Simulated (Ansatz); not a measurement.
HI₃OZr, SMILES `[OH][Zr]([I])([I])[I]`. The species carries charge 0 and has multiplicity 1. Zr, I: def2 effective core potential.

```xyz
6

O     1.166    0.910    0.389
Zr   -0.261   -0.203   -0.088
I    -1.223   -1.402    2.132
I    -2.196    1.289   -1.238
I     0.619   -2.068   -1.830
H     1.895    1.474    0.635
```

Q: What are the harmonic wavenumbers in cm⁻¹ at PBE0-D4/def2-TZVP (Ansatz, finite differences of forces, unscaled)? (Estimate.)

A: Ansatz gave: 46, 46, 63, 122, 122, 189, 245, 245, 271, 271, 762, 3973.

Q: Is this a minimum?

A: Yes, all 12 modes are real.

Q: Give the ideal-gas thermochemistry at 298.15 K and 1 bar (rigid rotor, harmonic oscillator; point group C3v, symmetry number 3).

A: Zero-point energy 38.0 kJ/mol; H(298) − E = 64.9 kJ/mol; entropy 442.4 J/(mol·K), of which translation 186.1, rotation 132.2, vibration 124.2; G(298) − E = -67.0 kJ/mol. Modes under 100 cm⁻¹ are hindered rotations or soft bends, so the harmonic entropy is rough.
